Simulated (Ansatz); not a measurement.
**Cost against result**

Saddle point of H$_{2}$BrO$_{2}$, doublet (HO₂ ([O][OH]) + HBr → H₂O₂ ([OH][OH]) + Br; bonds formed: H1–O3; bonds broken: H1–Br2), PBE0-D4/def2-TZVP structure:

```
5
angstrom
H 0.5981 -0.6548 0.1137
Br 0.7674 -2.0150 -0.8376
O -0.0004 0.1275 0.7397
O -0.2053 1.1886 -0.0482
H -1.1598 1.3536 0.0323
```

Barriers are electronic and count from the start structure reached by relaxing down the imaginary mode. Spin–orbit coupling is left out.

Program: Ansatz 0.2.0. Basis: as named in each row. Cores are frozen in the correlated methods; orbitals are unrestricted. Filled d shells of the heavier atoms are correlated. The def2 sets are not built for correlating such inner shells, so the correlated values are less sure here. B3LYP uses VWN-RPA correlation. Extrapolation: Hartree–Fock as exp(−7.88 √X), correlation as X^−2.97.

Times are rough, for one single point on 4 threads of a shared host (Oxide Virtual Turin-like).

The estimate by CCSD(T) at an estimated basis limit (MP2 extrapolated from triple and quadruple zeta, plus CCSD(T) − MP2 in triple zeta) is 14.58 kcal/mol.

```
      method       basis  time (s)  barrier (kcal/mol)  method less estimate
          HF      STO-3G   under 1               28.85                 14.26
      PBE-D4      STO-3G   under 1               -2.27                -16.86
       SPW92    def2-SVP         1               -4.25                -18.84
    B3LYP-D4       6-31G         2                5.03                 -9.55
      PBE-D4    def2-SVP         2                1.41                -13.17
     PBE0-D4    def2-SVP         2                8.82                 -5.76
       SPW92  def2-TZVPP         2               -4.55                -19.14
     BLYP-D4  def2-TZVPP         3                1.98                -12.60
      PBE-D4  def2-TZVPP         4                1.00                -13.58
     PBE0-D4  def2-TZVPP         4                8.10                 -6.49
   r2SCAN-D4  def2-TZVPP         4                3.80                -10.79
    B3LYP-D4  def2-TZVPP         4                7.36                 -7.22
    BHLYP-D4  def2-TZVPP         4               15.34                  0.76
    PBE-QIDH  def2-TZVPP         5               13.59                 -0.99
CAM-B3LYP-D4  def2-TZVPP         5               11.26                 -3.32
      B97M-V  def2-TZVPP         6                6.87                 -7.71
  r2SCAN0-D4  def2-TZVPP         6                9.80                 -4.78
     wB97M-V    def2-SVP         6               13.24                 -1.35
      B2PLYP  def2-TZVPP         6               10.88                 -3.71
  RPA on PBE  def2-TZVPP         6               10.22                 -4.36
     CCSD(T)    def2-SVP         8               18.19                  3.61
     wB97X-V  def2-TZVPP         9               13.65                 -0.93
     wB97M-V  def2-TZVPP        10               12.69                 -1.90
         MP2  def2-QZVPP        32               14.98                  0.40
     CCSD(T)  def2-TZVPP        54               15.01                  0.42
```

All methods are single points on the PBE0-D4 structures; a negative value means that the method puts the saddle structure below the start.

No T1 diagnostic of these runs exceeds 0.029. ⟨S²⟩ of the unrestricted Hartree–Fock references: 0.76 to 0.80 (a pure state has 0.75).

Labels in which every atom is bracketed show which atoms are joined, not bond orders.
